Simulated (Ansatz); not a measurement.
Calculated with Ansatz (gas phase, PBE0-D4/def2-TZVP geometries, no zero-point term in ΔE). CBS: MP2 limit from def2 TZ/QZ plus the TZ coupled-cluster correction, frozen cores. DFT in def2-TZVPP. B3LYP here is the variant with VWN-RPA as its local correlation; programs differ in this. Elements past krypton have def2 core potentials. For Sn outer-core shells are correlated without core-valence functions, which leaves a few kJ/mol of doubt a bond. Each species was taken in one conformer, which may not be the lowest.

Reaction (redistribution): `C[O][SnH]([CH3])[OH]` + `COBCl` → `C[O][SnH]([OH])[Cl]` + `CBOC`

| species | B3LYP energy (Eh) |
| --- | --- |
| `C[O][SnH]([CH3])[OH]` | -445.97205 |
| `COBCl` | -600.95770 |
| `C[O][SnH]([OH])[Cl]` | -866.31445 |
| `CBOC` | -180.62509 |

(1) Work out ΔE.

Largest T1 diagnostic among the species: 0.013.

## Answers

(1) ΔE = (-866.31445) + (-180.62509) − (-445.97205) − (-600.95770) = -0.00979 Eh = -25.7 kJ/mol. CCSD(T)/CBS gives -22.2 kJ/mol.

In def2-TZVPP, CCSD(T) changes the Hartree–Fock value by +17.5 kJ/mol (the triples alone add +1.7 kJ/mol) and MP2 by +20.1 kJ/mol.
